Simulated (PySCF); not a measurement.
Electronic structure of Br⁺ (bromine, charge +1) at the UHF level

Configuration: [Ar] 3d10 4s2 4p4, high-spin 3P determinant. Computed with PySCF 2.14 in aug-cc-pVQZ-PP with one added diffuse shell each of s, p, d, f, g type with ECP10MDF (8s7p6d4f3g, 114 functions), with a scalar-relativistic core potential.

| Item | Value |
| --- | --- |
| Total energy | -415.099694 hartree |
| One-electron energy | -719.7456 hartree |
| Hartree (Coulomb) energy | 334.2269 hartree |
| Exchange energy | -29.5810 hartree |
| ⟨S²⟩ | 2.0093 |
| ⟨L²⟩ | 2.036 |
| Sum of ⟨r⟩ | 21.51 bohr |
| Sum of ⟨r²⟩ | 31.15 bohr² |
| Traceless quadrupole moment −½Σ⟨3z² − r²⟩ along its main axis | -1.76 e·bohr² |

```tsv
shell	electrons	mean orbital energy (eV)	spread (eV)	rms radius, mean of both spins (bohr)
3s α	1	-279.78	0	0.590
3s β	1	-279.22	0	0.590
3p α	3	-218.46	0.735	0.609
3p β	3	-217.82	0.054	0.609
3d α	5	-97.295	0.678	0.643
3d β	5	-96.902	0.303	0.643
4s α	1	-40.595	0	1.77
4s β	1	-34.487	0	1.77
4p α	3	-23.535	1.980	2.11
4p β	1	-21.086	0	2.11
```

Energies and moments cover only the electrons outside the core potential.
